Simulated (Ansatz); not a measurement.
```xyz
13

C    -0.6418    1.4232    0.4921
N    -0.0514    0.1145    0.3887
C     0.2262   -0.5016    1.6602
In    0.3463   -0.7669   -1.3514
S    -0.0733    0.1728   -3.4799
Cl    1.2957   -2.8879   -1.2151
H    -1.5995    1.3929    1.0328
H    -0.8358    1.8526   -0.4938
H     0.0147    2.1214    1.0325
H    -0.6903   -0.6235    2.2563
H     0.9251    0.1040    2.2561
H     0.6713   -1.4900    1.5293
H     0.4127   -0.9115   -4.1077
```

Total charge 0; spin multiplicity 1. In: def2 effective core potential.

Task: List the PBE0/def2-TZVPP orbital energies in eV (Ansatz 0.2.0). (An estimate is asked.)

Result: The calculation gave: Occupied: -2766.88, -2422.68, -391.51, -278.93, -278.80, -258.70, -218.01, -196.98, -196.86, -196.85, -161.83, -161.77, -161.65, -128.98, -85.43, -85.27, -85.16, -25.33, -22.95, -22.32, -21.99, -21.96, -21.91, -21.20, -20.11, -19.83, -17.10, -13.67, -12.81, -12.73, -11.70, -11.22, -11.07, -10.61, -9.32, -9.23, -9.01, -8.55, -7.86, -6.42. Lowest empty: -1.60, -0.83, 0.17, 0.81, 1.07, 1.86, 1.95, 2.70.
